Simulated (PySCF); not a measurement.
## Radial density of Al²⁺ (aluminium, charge +2)

B3LYP, [Ne] 3s1, 2S determinant. All numbers are calculated (PySCF 2.14, no relativity, point nucleus, in aug-cc-pV(D+d)Z).

```csv
r (bohr),4πr²ρ (e/bohr),4πr²(ρα − ρβ)
0.00179,0.05366,0.0001
0.00301,0.1475,0.0004
0.00506,0.3948,0.0010
0.00851,1.022,0.0026
0.0143,2.487,0.0062
0.0241,5.471,0.0133
0.0405,10.14,0.0232
0.0681,14.21,0.0266
0.115,13.02,0.0097
0.193,8.651,0.0029
0.324,10.82,0.0722
0.545,11.89,0.0711
0.917,4.440,0.0189
1.54,0.8003,0.4460
2.59,0.4044,0.4013
4.36,0.02453,0.0245
7.34,8.399e-05,0.0001
```
